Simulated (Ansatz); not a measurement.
Name a neutral molecule of C, F, O, S, Si and H with HOMO energy (PBE/def2-TZVPP) between -6.05 and -5.75 eV and size of the dipole moment (ωB97M-V/def2-TZVPP) between 0.90 and 1.20 D (Ansatz, PBE0-D4/def2-TZVP geometry).

`CS[Si](O)(O)F` (-5.94 eV, 1.03 D). Other molecules can fit too; these were computed, each in one conformer that needn't be the lowest.
